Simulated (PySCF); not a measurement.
# Electron correlation in Mg (magnesium, neutral)

[Ne] 3s1 4s1, high-spin 3S determinant (an excited configuration). All numbers are calculated (PySCF 2.14, the non-relativistic Hamiltonian (point nucleus), in dyall-av2z (14s10p4d, 64 functions)). Frozen: [Ne]; 2 electrons correlated; the 12 highest virtual orbitals of each spin left out.

With two correlated electrons CCSD is exact within the correlated space (frozen core and kept virtual orbitals).

```json
{"level": "CCSD", "correlation energy (mhartree)": "-4.16"}
```

Diagnostics: T1 = 0.014, D1 = 0.0270, largest double amplitude 0.053.

The outer electron is Rydberg-like, and this basis confines it to a smaller radius and binds it less than a complete one would.

Cost of the coupled-cluster step: about 0.8 core-seconds, for 2 correlated electrons.

Iterations:

```
CC2 = 0
CCSD nocc = (np.int64(2), np.int64(0)), nmo = (47, 47)
frozen orbitals [[0, 1, 2, 3, 4, 52, 53, 54, 55, 56, 57, 58, 59, 60, 61, 62, 63], [0, 1, 2, 3, 4, 52, 53, 54, 55, 56, 57, 58, 59, 60, 61, 62, 63]]
max_cycle = 100
direct = 0
conv_tol = 1e-08
conv_tol_normt = 1e-06
diis_space = 8
diis_start_cycle = 0
Init t2, MP2 energy = -0.00194014554603464
Init E_corr(UCCSD) = -0.00194014554960676
cycle = 1  E_corr(UCCSD) = -0.00289583042813532  dE = -0.000955684879  norm(t1,t2) = 0.0316314
cycle = 2  E_corr(UCCSD) = -0.00341844987210012  dE = -0.000522619444  norm(t1,t2) = 0.0189854
cycle = 3  E_corr(UCCSD) = -0.00416908268441568  dE = -0.000750632812  norm(t1,t2) = 0.0115133
cycle = 4  E_corr(UCCSD) = -0.00415689407091595  dE = 1.21886135e-05  norm(t1,t2) = 0.000667154
cycle = 5  E_corr(UCCSD) = -0.00416100240655886  dE = -4.10833564e-06  norm(t1,t2) = 0.000134293
cycle = 6  E_corr(UCCSD) = -0.00415863944927004  dE = 2.36295729e-06  norm(t1,t2) = 4.37433e-05
cycle = 7  E_corr(UCCSD) = -0.00415939084148983  dE = -7.5139222e-07  norm(t1,t2) = 1.30408e-05
cycle = 8  E_corr(UCCSD) = -0.00415937107823221  dE = 1.97632576e-08  norm(t1,t2) = 4.17092e-07
cycle = 9  E_corr(UCCSD) = -0.00415937186875342  dE = -7.90521213e-10  norm(t1,t2) = 4.72544e-08
UCCSD converged
E(UCCSD) = -199.4585019065917  E_corr = -0.004159371868753418
```
